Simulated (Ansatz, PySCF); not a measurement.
C4H5Cl. Atoms are numbered in the order given.

```xyz
10

C     -2.7642     0.4968     0.1331
C     -1.7145    -0.5454    -0.1459
C     -0.4584    -0.3007    -0.4350
C      0.7902    -0.0485    -0.7283
Cl     2.0530     0.0950     0.4870
H     -2.3522     1.5135     0.0689
H     -3.5985     0.4086    -0.5834
H     -3.1905     0.3535     1.1404
H     -2.0368    -1.5959    -0.1004
H      1.1586     0.0914    -1.7482
```

Geometry optimised at B3LYP-D3(BJ)/def2-SVP.

Vertical ionisation energy (IE) and electron affinity (EA) in eV. Rows of orbital energies are one-electron estimates. Where ΔSCF, EOM or ADC give a negative EA the extra electron is unbound and the value depends on the basis.

| level | IE | EA |
|---|---|---|
| −ε(HOMO), −ε(LUMO), HF/def2-TZVP (PySCF) | 9.88 | -3.40 |
| −ε(HOMO), −ε(LUMO), PBE/def2-TZVP (PySCF) | 6.06 | 1.60 |
| ΔSCF, PBE0/def2-SVPD (Ansatz), final states of multiplicity 2 and 2 | 9.37 | -1.05 |
| ΔSCF, PBE/def2-SVPD (Ansatz), final states of multiplicity 2 and 2 | 9.20 | -0.91 |

### Question
What vertical singlet–triplet gap does ΔSCF give with PBE0/def2-SVPD (Ansatz, an electronic-structure program) and with PBE/def2-SVPD (Ansatz)? (Estimate from the structure and the level; the computed values follow.)

### Answer
4.15 and 4.20 eV (triplet above singlet where positive).
